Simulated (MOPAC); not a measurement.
Input file for MOPAC: AM1 on H4SSiTe (SMILES [SiH3][Te]S), a point of a torsion scan.

```
AM1 1SCF PRECISE CHARGE=0 THREADS=1
H4SSiTe

Si    -1.03508190 1    -0.29186731 1     0.11841852 1
Te     0.52576873 1     1.63657162 1    -0.31618034 1
S      0.56229460 1     1.36009423 1    -2.70563879 1
H     -1.01234596 1    -1.18594239 1    -1.03039211 1
H     -2.39600062 1     0.18557087 1     0.34938752 1
H     -0.54614436 1    -0.95507006 1     1.32141279 1
H      1.69980148 1     0.68625158 1    -2.79593093 1
```

Output:

```
*******************************************************************************
 **                                                                           **
 **                              MOPAC v23.2.5                                **
 **                                                                           **
 *******************************************************************************
 ** MOPAC's Digital Object Identifier: https://doi.org/10.5281/zenodo.6511958 **
 **                                                                           **
 ** Please cite the open-source release paper for use of this MOPAC version:  **
 ** J. E. Moussa and J. J. P. Stewart (2026)                                  **
 ** MOPAC: An open-source semiempirical molecular orbital program             **
 ** J. Open Source Softw., 11(119), 8025, https://doi.org/10.21105/joss.08025 **
 *******************************************************************************

                              AM1 CALCULATION RESULTS

 *******************************************************************************
 *  AM1        - The AM1 Hamiltonian to be used
 *
 *
 *
 *                 CHARGE ON SYSTEM = 0
 *
 *
 *
 *  PRECISE    - TIGHTER CRITERIA TO BE USED
 *  1SCF       - DO 1 SCF AND THEN STOP
 *  THREADS=1  - MULTI-THREADING NOT USED
 *  T=         - A TIME OF 172800.0 SECONDS REQUESTED
 *  DUMP=N     - RESTART FILE WRITTEN EVERY 7200.0 SECONDS REQUESTED
 *******************************************************************************
AM1 1SCF PRECISE CHARGE=0 THREADS=1
 H4SSiTe

   ATOM   CHEMICAL          X               Y               Z
  NUMBER   SYMBOL      (ANGSTROMS)     (ANGSTROMS)     (ANGSTROMS)

     1      Si         -1.03508190  *  -0.29186731  *   0.11841852  *
     2      Te          0.52576873  *   1.63657162  *  -0.31618034  *
     3       S          0.56229460  *   1.36009423  *  -2.70563879  *
     4       H         -1.01234596  *  -1.18594239  *  -1.03039211  *
     5       H         -2.39600062  *   0.18557087  *   0.34938752  *
     6       H         -0.54614436  *  -0.95507006  *   1.32141279  *
     7       H          1.69980148  *   0.68625158  *  -2.79593093  *



          CARTESIAN COORDINATES

    NO.       ATOM           X           Y           Z

     1        Si         -1.0351     -0.2919      0.1184
     2        Te          0.5258      1.6366     -0.3162
     3         S          0.5623      1.3601     -2.7056
     4         H         -1.0123     -1.1859     -1.0304
     5         H         -2.3960      0.1856      0.3494
     6         H         -0.5461     -0.9551      1.3214
     7         H          1.6998      0.6863     -2.7959

  H: (AM1): M.J.S. DEWAR ET AL, J. AM. CHEM. SOC. 107 3902-3909 (1985)
 Si: (AM1): M.J.S.DEWAR, C. JIE, ORGANOMETALLICS, 6, 1486-1490 (1987).
  S: (AM1): M.J.S. DEWAR, Y-C YUAN, INORGANIC CHEMISTRY, 29, 3881:3890,  (1990)
 Te: (AM1): J. J. P. STEWART, J. MOL. MOD., 10, 155-164 (2004)

           Empirical Formula: H4 Si Te S  =     7 atoms



      MOLECULAR POINT GROUP   :   C1


      RHF CALCULATION, NO. OF DOUBLY OCCUPIED LEVELS = 10


 -------------------------------------------------------------------------------
 AM1 1SCF PRECISE CHARGE=0 THREADS=1
 H4SSiTe



     1SCF WAS SPECIFIED, SO BFGS WAS NOT USED
     SCF FIELD WAS ACHIEVED


                              AM1 CALCULATION
                                                       MOPAC v23.2.5 Linux




          FINAL HEAT OF FORMATION =          9.93456 KCAL/MOL =      41.56621 KJ/MOL


          COSMO AREA              =        140.10 SQUARE ANGSTROMS
          COSMO VOLUME            =        137.27 CUBIC ANGSTROMS

          IONIZATION POTENTIAL    =          7.785114 EV
          HOMO LUMO ENERGIES (EV) =         -7.785 -2.338
          NO. OF FILLED LEVELS    =         10
          MOLECULAR WEIGHT        =        191.7771         POINT GROUP:  C1

          MOLECULAR DIMENSIONS (Angstroms)

            Atom       Atom       Distance
            H     7    H     5     5.18838
            H     6    S     3     3.20563
           Te     2    H     4     3.07776


          SCF CALCULATIONS        =          1





   ATOM   CHEMICAL          X               Y               Z
  NUMBER   SYMBOL      (ANGSTROMS)     (ANGSTROMS)     (ANGSTROMS)

     1      Si         -1.03508190  *  -0.29186731  *   0.11841852  *
     2      Te          0.52576873  *   1.63657162  *  -0.31618034  *
     3       S          0.56229460  *   1.36009423  *  -2.70563879  *
     4       H         -1.01234596  *  -1.18594239  *  -1.03039211  *
     5       H         -2.39600062  *   0.18557087  *   0.34938752  *
     6       H         -0.54614436  *  -0.95507006  *   1.32141279  *
     7       H          1.69980148  *   0.68625158  *  -2.79593093  *

                             CARTESIAN COORDINATES

   1   Si       -1.035081900    -0.291867310     0.118418520
   2   Te        0.525768730     1.636571620    -0.316180340
   3    S        0.562294600     1.360094230    -2.705638790
   4    H       -1.012345960    -1.185942390    -1.030392110
   5    H       -2.396000620     0.185570870     0.349387520
   6    H       -0.546144360    -0.955070060     1.321412790
   7    H        1.699801480     0.686251580    -2.795930930


           Empirical Formula: H4 Si Te S  =     7 atoms



      MOLECULAR POINT GROUP   :   C1


                  EIGENVALUES
 -25.36143 -18.58950 -15.81006 -14.05754 -12.99990 -12.79026 -11.75606 -10.81617
  -9.21279  -7.78511  -2.33789  -1.89770   1.18043   1.19726   1.23143   1.81120


              NET ATOMIC CHARGES AND DIPOLE CONTRIBUTIONS

  ATOM NO.   TYPE          CHARGE      No. of ELECS.   s-Pop       p-Pop
    1         Si           0.323242        3.6768     0.90572     2.77104
    2         Te           0.162040        5.8380     1.95813     3.87983
    3          S          -0.234798        6.2348     1.92204     4.31276
    4          H          -0.099587        1.0996     1.09959
    5          H          -0.105830        1.1058     1.10583
    6          H          -0.111531        1.1115     1.11153
    7          H           0.066465        0.9335     0.93354
 DIPOLE           X         Y         Z       TOTAL
 POINT-CHG.     0.705     0.490     1.704     1.908
 HYBRID         0.080    -1.652    -0.399     1.702
 SUM            0.785    -1.162     1.304     1.915


          ATOMIC ORBITAL ELECTRON POPULATIONS

     Atom    s        px        py        pz
    1 Si   0.90572   0.93085   0.93453   0.90566
    2 Te   1.95813   1.61494   1.42050   0.84438
    3  S   1.92204   1.34406   1.75083   1.21786
    4  H   1.09959
    5  H   1.10583
    6  H   1.11153
    7  H   0.93354

 **********************
 *                    *
 * JOB ENDED NORMALLY *
 *                    *
 **********************




 == MOPAC DONE ==
```

The run finished.

Cost: very roughly 0.03 core-seconds.
